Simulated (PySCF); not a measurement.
C4H14OSi2, charge +1, doublet, at a GFN2-xTB geometry (a state made from the parent by changing its charge; the spin is typed, not shown lowest); DF-BLYP/def2-SV(P) (PySCF).

PySCF was given this input:
```python
from pyscf import gto, scf, dft

mol = gto.M(
    atom='''
C     2.31256238    1.47377799   -0.10560555
Si    1.60171253   -0.19645022    0.53165561
C     2.17516150   -1.47891052   -0.78269725
O    -0.01612077   -0.09005236    0.39597527
Si   -1.64122099   -0.02424832    0.43879276
C    -2.13381376    1.70988349   -0.23292951
C    -2.27121464   -1.24280502   -0.91002121
H     1.98608715    1.68048117   -1.12014935
H     1.97121535    2.27051280    0.54685704
H     3.39576124    1.43973189   -0.08346275
H     1.90144429   -0.52792171    1.91632573
H     1.75171238   -2.44651593   -0.53482191
H     3.25646879   -1.55360567   -0.76987583
H     1.85231615   -1.19420255   -1.77935349
H    -2.05286756   -0.31794515    1.80309225
H    -1.72994077    1.87780470   -1.22655946
H    -3.21402241    1.79071575   -0.27273684
H    -1.74786666    2.46799850    0.44035947
H    -1.96736964   -2.24903023   -0.64131948
H    -1.86371177   -0.99687902   -1.88576360
H    -3.35331486   -1.20262181   -0.95914992
''',
    basis='def2-sv(p)',
    charge=1,
    spin=1,
    verbose=5,
)

mf = dft.UKS(mol)
mf.xc = 'blyp'
mf.grids.atom_grid = (75, 302)
mf = mf.density_fit(auxbasis='def2-universal-jkfit')
mf.kernel()
```

### Question
Predict the main parts of the log of this PySCF run.

### Answer

```
PySCF version 2.14.0

[INPUT] verbose = 5
[INPUT] max_memory = 4000
[INPUT] num. atoms = 21
[INPUT] num. electrons = 73
[INPUT] charge = 1
[INPUT] spin (= nelec alpha-beta = 2S) = 1
[INPUT] symmetry False subgroup None
[INPUT] Mole.unit = angstrom
[INPUT] Symbol           X                Y                Z      unit          X                Y                Z       unit  Magmom
[...]
[INPUT] ---------------- BASIS SET ----------------
[INPUT] l, kappa, [nprim/nctr], expnt,             c_1 c_2 ...
[INPUT] O
[...]
                                340.87010191      -0.03989003923
                                77.363135167      -0.17853911985
                                21.47964494       -0.46427684959
                                6.6589433124      -0.44309745172
[...]
                                3.863550544       0.23094120765
                                1.0480920883      0.51375311064
[...]
[INPUT] H
[...]
                                1.9622572         0.13796524
                                0.44453796        0.47831935
[...]
[INPUT] C
[...]
                                186.29004992      0.040638409211
                                42.251176346      0.18025593888
                                11.676557932      0.46315121755
                                3.5930506482      0.44087173314
[...]
                                2.0103545142      0.21117025112
                                0.54771004707     0.51328172114
[...]
[INPUT] Si
[...]
                                1038.4346419      0.0099966546241
                                235.8758148       0.044910165101
                                66.069385169      0.1146363854
                                20.247945761      0.10280063858
[...]
                                3.6370788192      -0.43028836252
                                1.4002048599      -0.41382774969
[...]
                                41.907258846      0.043399431982
                                12.955294367      0.15632019351
                                4.4383267393      0.29419996982
                                1.5462247904      0.23536823814
[...]
nuclear repulsion = 471.641586068884
number of shells = 74
number of NR pGTOs = 248
number of NR cGTOs = 134
basis = def2-sv(p)
ecp = {}

******** <class 'pyscf.df.df_jk.DFUKS'> ********
method = DFUKS
initial guess = minao
damping factor = 0
level_shift factor = 0
DIIS = <class 'pyscf.scf.diis.CDIIS'>
diis_start_cycle = 1
diis_space = 8
[...]
 -1.00685673e+01 -1.00685485e+01 -1.00685205e+01 -5.25530091e+00
 -5.25524322e+00 -3.68007843e+00 -3.68004626e+00 -3.67713165e+00
 -3.67712544e+00 -3.67499430e+00 -3.67496970e+00 -1.07232724e+00
 -7.99314469e-01 -7.88315843e-01 -7.67082094e-01 -7.65583483e-01
 -6.90879066e-01 -5.78039437e-01 -5.45899021e-01 -5.37596670e-01
 -5.33494865e-01 -5.27257811e-01 -5.23567712e-01 -5.10774509e-01
 -5.10696053e-01 -5.08559897e-01 -5.03708702e-01 -5.02653301e-01
 -4.89173976e-01 -4.52553923e-01 -4.25375591e-01 -4.21059812e-01
 -3.99450419e-01 -1.41475906e-01 -1.17196993e-01 -1.11668583e-01
 -1.10006818e-01 -1.09034147e-01 -7.71946007e-02 -7.47931368e-02
 -5.88978052e-02 -5.80113190e-02 -4.61766527e-02 -4.45360598e-02
 -3.73128551e-02 -2.86032391e-02 -1.97746866e-02 -1.76801608e-02
 -1.34872237e-02 -1.00639966e-02 -9.79044354e-03  9.12624189e-03
  1.08906893e-02  6.11846734e-02  1.23983439e-01  1.40770920e-01
  1.51118364e-01  1.74847340e-01  1.85082771e-01  1.86128185e-01
  2.04328100e-01  2.05337739e-01  2.40846009e-01  2.44811908e-01
  3.19476407e-01  3.59205288e-01  3.65066352e-01  3.71984239e-01
  3.79490295e-01  3.94501307e-01  3.97104150e-01  4.01383924e-01
  4.03083675e-01  4.15954398e-01  4.37105488e-01  4.38293903e-01
  4.59767091e-01  4.67295515e-01  4.75371071e-01  4.83008937e-01
  4.87404205e-01  4.94819770e-01  5.06859517e-01  5.08457076e-01
  5.11911196e-01  5.18544326e-01  5.18923366e-01  5.38792356e-01
  5.43260201e-01  5.45729498e-01  5.62920995e-01  6.10262306e-01
  6.29616300e-01  6.44929309e-01  6.66615183e-01  6.68747779e-01
  7.07348127e-01  7.44289772e-01  7.70197105e-01  7.87319680e-01
  8.10593673e-01  9.83038834e-01  1.00595395e+00  1.11998312e+00
  1.45208530e+00  1.45448327e+00  1.47740199e+00  1.50296720e+00
  1.50555191e+00  1.55716578e+00  1.58372114e+00  1.59142318e+00
  1.65339915e+00  1.85158475e+00  1.86498681e+00  1.90836092e+00
  1.91676620e+00  1.92189368e+00  1.93662100e+00  1.93762906e+00
  1.93764471e+00  1.95142617e+00  1.95929313e+00  1.96373821e+00
  1.96784181e+00  2.35362598e+00  2.35522720e+00  2.49859795e+00
  2.50108159e+00  2.96061765e+00]
multiplicity <S^2> = 0.75190196  2S+1 = 2.0019011
nelec by numeric integration = [37.00001414 36.00001385]
E1 = -2045.0321916673029  E2 = 759.0690537007443  Ecoul = 836.0721135401827  Exc = -77.0030598394384
Extra cycle  E= -814.321551897674  delta_E= 7.5e-11  |g|= 1.22e-05  |ddm|= 2.09e-05
converged SCF energy = -814.321551897674  <S^2> = 0.75190196  2S+1 = 2.0019011
```
